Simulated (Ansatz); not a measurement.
Program: Ansatz. Geometries: PBE0-D4/def2-TZVP. ΔE: electronic, gas phase. CCSD(T)/CBS adds triple-zeta CCSD(T) − MP2 to the extrapolated MP2 energy (def2 sets, frozen cores). This one scheme is used for every species. Functionals use def2-TZVPP. Elements past krypton have def2 core potentials. For Sn outer-core shells are correlated without core-valence functions, which leaves a few kJ/mol of doubt a bond. One conformer a species, not always the lowest.

Consider the formal exchange of groups at a B–N bond: `BN([SiH3])C=C` + `[SiH3][SnH3]` → `[BH2][SnH2][SiH3]` + `C=CN[SiH3]`.

| level | ΔE (eV) |
| --- | --- |
| PBE0-D4 | 1.47 |
| BHLYP-D4 | 1.52 |
| B2PLYP | 1.49 |
| PBE | 1.43 |
| LC-ωPBE | 1.47 |
| MP2/def2-SVP | 1.69 |
| MP2/CBS(def2) | 1.49 |
| CCSD/CBS(def2) | 1.45 |

(1) What does CCSD(T)/CBS give? (An estimate is asked.)

Largest T1 diagnostic among the species: 0.014.

## Answers

(1) Ansatz gave: +1.48 eV. The listed levels differ from it by -0.01, 0.04, 0.01, -0.05, -0.01, 0.21, 0.01, -0.03 eV.

In def2-TZVPP, CCSD(T) changes the Hartree–Fock value by +0.11 eV (the triples alone add +0.03 eV) and MP2 by +0.12 eV. From BLYP to BHLYP (50 % exact exchange), in def2-TZVPP and without D4, ΔE moves by +0.06 eV. At CCSD(T), def2-SVP lies +0.19 eV from the extrapolated value and def2-TZVPP +0.04 eV.
